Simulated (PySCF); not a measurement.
Ge(H)(OH)(NH2)2 (GeH6N2O), SMILES [NH2][GeH]([NH2])[OH].

Geometry: B3LYP-D3(BJ)/def2-SVP. The structure was generated by enumeration, and PubChem lists no compound with its InChIKey, so it may never have been made. One conformer was computed; it need not be the lowest.

All values below come from B3LYP-D3(BJ)/def2-SVP run with PySCF.

Frequencies are harmonic and unscaled.

Computed normal modes with their intensities:
```json
[
 {"mode": "1", "ν (cm⁻¹)": "148", "IR (km/mol)": "30.7", "moving atoms (share of kinetic energy)": "H 70 %, N 17 %, O 10 %"},
 {"mode": "2", "ν (cm⁻¹)": "182", "IR (km/mol)": "43.3", "moving atoms (share of kinetic energy)": "H 94 %"},
 {"mode": "3", "ν (cm⁻¹)": "210", "IR (km/mol)": "49.1", "moving atoms (share of kinetic energy)": "H 37 %, N 33 %, O 22 %"},
 {"mode": "4", "ν (cm⁻¹)": "225", "IR (km/mol)": "5.0", "moving atoms (share of kinetic energy)": "H 45 %, N 22 %, O 19 %, Ge 14 %"},
 {"mode": "5", "ν (cm⁻¹)": "263", "IR (km/mol)": "13.4", "moving atoms (share of kinetic energy)": "H 30 %, O 27 %, N 22 %, Ge 21 %"},
 {"mode": "6", "ν (cm⁻¹)": "324", "IR (km/mol)": "19.3", "moving atoms (share of kinetic energy)": "H 72 %, N 25 %"},
 {"mode": "7", "ν (cm⁻¹)": "480", "IR (km/mol)": "213.1", "moving atoms (share of kinetic energy)": "H 76 %, N 22 %"},
 {"mode": "8", "ν (cm⁻¹)": "505", "IR (km/mol)": "195.5", "moving atoms (share of kinetic energy)": "H 68 %, N 30 %"},
 {"mode": "9", "ν (cm⁻¹)": "683", "IR (km/mol)": "56.4", "moving atoms (share of kinetic energy)": "O 61 %, N 21 %, Ge 9 %, H 9 %"},
 {"mode": "10", "ν (cm⁻¹)": "693", "IR (km/mol)": "67.9", "moving atoms (share of kinetic energy)": "H 90 %, N 8 %"},
 {"mode": "11", "ν (cm⁻¹)": "705", "IR (km/mol)": "115.1", "moving atoms (share of kinetic energy)": "N 42 %, H 21 %, Ge 20 %, O 18 %"},
 {"mode": "12", "ν (cm⁻¹)": "724", "IR (km/mol)": "83.4", "moving atoms (share of kinetic energy)": "N 58 %, H 22 %, Ge 20 %"},
 {"mode": "13", "ν (cm⁻¹)": "745", "IR (km/mol)": "52.5", "moving atoms (share of kinetic energy)": "H 89 %"},
 {"mode": "14", "ν (cm⁻¹)": "883", "IR (km/mol)": "9.2", "moving atoms (share of kinetic energy)": "H 89 %"},
 {"mode": "15", "ν (cm⁻¹)": "897", "IR (km/mol)": "27.7", "moving atoms (share of kinetic energy)": "H 85 %, N 13 %"},
 {"mode": "16", "ν (cm⁻¹)": "914", "IR (km/mol)": "110.8", "moving atoms (share of kinetic energy)": "H 86 %"},
 {"mode": "17", "ν (cm⁻¹)": "1534", "IR (km/mol)": "48.2", "moving atoms (share of kinetic energy)": "H 90 %, N 10 %"},
 {"mode": "18", "ν (cm⁻¹)": "1539", "IR (km/mol)": "6.4", "moving atoms (share of kinetic energy)": "H 91 %, N 9 %"},
 {"mode": "19", "ν (cm⁻¹)": "2085", "IR (km/mol)": "196.9", "moving atoms (share of kinetic energy)": "H 99 %"},
 {"mode": "20", "ν (cm⁻¹)": "3534", "IR (km/mol)": "11.6", "moving atoms (share of kinetic energy)": "H 96 %"},
 {"mode": "21", "ν (cm⁻¹)": "3548", "IR (km/mol)": "16.1", "moving atoms (share of kinetic energy)": "H 96 %"},
 {"mode": "22", "ν (cm⁻¹)": "3633", "IR (km/mol)": "15.3", "moving atoms (share of kinetic energy)": "H 91 %, N 9 %"},
 {"mode": "23", "ν (cm⁻¹)": "3648", "IR (km/mol)": "18.9", "moving atoms (share of kinetic energy)": "H 91 %, N 9 %"},
 {"mode": "24", "ν (cm⁻¹)": "3851", "IR (km/mol)": "49.7", "moving atoms (share of kinetic energy)": "H 94 %"}
]
```
